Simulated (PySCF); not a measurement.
**Worked example: entropy of an ideal gas**

CdSe, SMILES [Se]=[Cd].

The structure is a stationary point at B3LYP-D3(BJ)/def2-TZVP. The def2 effective core potentials stand for the cores of Cd; spin–orbit coupling is left out.

B3LYP-D3(BJ)/def2-TZVP (PySCF) gives the harmonic wavenumbers 245 cm⁻¹ and the rotational temperature 0.0914 K. The molar mass is 191.38 g/mol, the symmetry number 1, the spin multiplicity 1.

Q: Work out the entropy at 298.15 K and 1 atm in the rigid-rotor, harmonic-oscillator model.

A: 
Translation (Sackur–Tetrode at 1 atm): S = R[1.5 ln M + 2.5 ln T − 1.16487] = 174.3 J/(mol K).
Rotation: q = T/(σ θ) = 3260, S = R[ln q + 1] = 75.6 J/(mol K).
Vibration: with u = 1.4388 ν/T, each mode gives R[u/(e^u − 1) − ln(1 − e^−u)]:
| ν (cm⁻¹) | modes | u | S (J/(mol K)) |
|---|---|---|---|
| 245 | 1 | 1.18 | 7.39 |
These are all the modes. Sum 7.4 J/(mol K).
Spin: R ln 1 = 0.0 J/(mol K).
Total 257.2 J/(mol K); the program's own thermochemistry gives 257.2. Translation makes up 68 % and vibration 3 %. Anharmonicity, hindered rotation and orbital degeneracy are left out.
